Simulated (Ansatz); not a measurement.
Basis-set series for C3H5ClFIn, SMILES `C=C[CH2][In]([F])[Cl]`. The species carries charge 0 and has multiplicity 1. In: def2 effective core potential. The structure was optimised at the PBE0-D4/def2-TZVP level. It is one conformer, not always the lowest.

```json
{"functional": "PBE0-D4", "basis": "def2-SVP", "functions": "125", "energy (Eh)": "-866.86070", "HOMO (eV)": "-7.97", "LUMO (eV)": "-1.43"}
{"functional": "PBE0-D4", "basis": "def2-TZVPP", "functions": "286", "energy (Eh)": "-867.28440", "HOMO (eV)": "-8.07", "LUMO (eV)": "-1.61"}
{"functional": "ωB97M-V", "basis": "def2-SVP", "functions": "125", "energy (Eh)": "-867.08168", "HOMO (eV)": "-10.22", "LUMO (eV)": "0.35"}
{"functional": "ωB97M-V", "basis": "def2-TZVPP", "functions": "286", "energy (Eh)": "-867.51352", "HOMO (eV)": "-10.32", "LUMO (eV)": "0.10"}
```

(1) Give the rows for def2-QZVPP. (Best estimate.)

Answers

(1) The calculation gave: 
```
functional       basis  functions  energy (Eh)  HOMO (eV)  LUMO (eV)
   PBE0-D4  def2-QZVPP        530   -867.31194      -8.08      -1.67
   ωB97M-V  def2-QZVPP        530   -867.53984     -10.33       0.02
```

Positive LUMOs are unbound and depend on the basis.

Results of the Gaussian-basis code of Ansatz.
